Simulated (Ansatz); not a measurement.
Task: Name a neutral molecule of C, Ge, Se and H with HOMO–LUMO gap (ωB97M-V/def2-TZVPP) between 9.90 and 10.20 eV and LUMO energy (PBE0/def2-TZVPP) between -0.55 and -0.25 eV (Ansatz, PBE0-D4/def2-TZVP geometry).

Result: `C=C[Se][GeH3]` (10.04 eV, -0.42 eV). Other molecules can fit too; these were computed, each in one conformer that needn't be the lowest.
